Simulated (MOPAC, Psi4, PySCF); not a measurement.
Pair of molecules: H2S (SMILES S) (first 3 atoms) with CH4O (SMILES CO); geometry from B3LYP-D3(BJ)/def2-TZVP, rigid monomers moved along the line of their centres of mass till S1···C4 is 4.28 Å.
(charge 0, multiplicity 1):
```xyz
9

S      0.08036     1.49549    -0.19621
H      1.29802     0.93040    -0.21269
H     -0.53190     0.32486    -0.43573
C      0.17122    -0.10310     3.77625
O      0.25865    -0.76408     5.03206
H     -0.84525     0.23748     3.55362
H      0.46123    -0.82759     3.01702
H      0.84893     0.75415     3.70790
H      0.00572    -0.14497     5.72369
```

Interaction energies are E(AB) − E(A) − E(B) at the monomers' geometry in the complex; basis-set methods are counterpoise corrected.

Frozen-core correlation. Rows in 6-31G* carry no dispersion term and start afresh at each structure (6-31G* with six Cartesian d functions). The state that PM6 reach isn't checked.

Programs: MOPAC for PM6 (differences of heats of formation); Psi4 for SAPT; PySCF for 6-31G* rows. 

Problem. Give the interaction energy at the level PM6.

Solution. -17 meV

Problem. What is the computed interaction energy (SAPT0/jun-cc-pV(D+d)Z)?

Solution. -22 meV

Problem. Give the interaction energy at the level B3LYP/6-31G*.

Solution. -3 meV
